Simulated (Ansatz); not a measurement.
```xyz
2

P     0.0000    0.0000   -0.4358
N     0.0000    0.0000    0.9338
```

Basis set: 6-31G* (spherical functions). Correlated methods keep 6 orbitals frozen. Charge 0, multiplicity 1.

Computed with Ansatz (development build ahead of 0.2.0); each method stands on the lowest determinant of its kind that the runs found. Restricted open shells among the atoms or ions are ROHF, correlated in semicanonical orbitals with singles.

**Question.** Give the atomization energy at this shape (free ground-state atoms in the same class of orbitals less the molecule, no zero-point energy) of singlet PN by RHF-MP2, RHF.

**Answer.**

```tsv
method	atomization energy
RHF-MP2	459.5 kJ/mol
RHF	102.7 kJ/mol
```

Caution: no unrestricted run beside it, a lower state can exist; the shape is not the minimum.
